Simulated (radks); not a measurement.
Yb3+, configuration [Xe] 4f13.

All-electron calculation, scalar-relativistic Kohn-Sham, SCAN, spin-polarised, spherical densities, finite nucleus; open shells are filled with parallel spins first (spin-orbit coupling, left out, can overturn this in heavy ions); meta-GGA in the generalised Kohn-Sham scheme; Fermi nuclear charge, rms radius 5.3108 fm. Program: a radial shooting solver on a logarithmic mesh with Libxc functionals.

Energy parts (eV):
total: -382553.74
kinetic: 416823.99
electron-nucleus: -939398.09
Hartree: 147991.87
exchange-correlation: -7971.51

Orbitals (lengths in bohr, moments of r in powers of bohr):
orbital  occ.  eigenvalue (eV)       <r^4>
1s up       1        -61344.14   7.565e-07
1s down     1        -61344.14   7.565e-07
2s up       1        -10445.99   0.0001161
2s down     1        -10445.97   0.0001161
2p up       3        -9206.675  0.00008929
2p down     3        -9206.655  0.00008928
3s up       1        -2392.278    0.004327
3s down     1        -2391.722    0.004324
3p up       3        -2016.177    0.004608
3p down     3        -2015.597    0.004605
3d up       5        -1557.901    0.003611
3d down     5        -1557.428    0.003607
4s up       1        -503.4452      0.1044
4s down     1        -502.2458      0.1045
4p up       3        -379.2940      0.1385
4p down     3        -378.1221      0.1389
4d up       5        -215.4248      0.2137
4d down     5        -214.2716      0.2148
4f up       7         -36.6067       1.294
4f down     6         -35.5351       1.362
5s up       1         -86.9054       3.684
5s down     1         -86.7261       3.721
5p up       3         -57.7175       7.240
5p down     3         -57.5750       7.288

The highest occupied level is 4f down at -35.535 eV. Summed over all electrons, <r^2> = 32.23 bohr^2, which gives a Langevin (diamagnetic) susceptibility term of -25.5 x 10^-6 cm^3/mol. The spin density at the nucleus is 0.193 e/bohr^3 (1s 0.005, 2s -0.463, 3s -5.450, 4s 2.416, 5s 3.685).
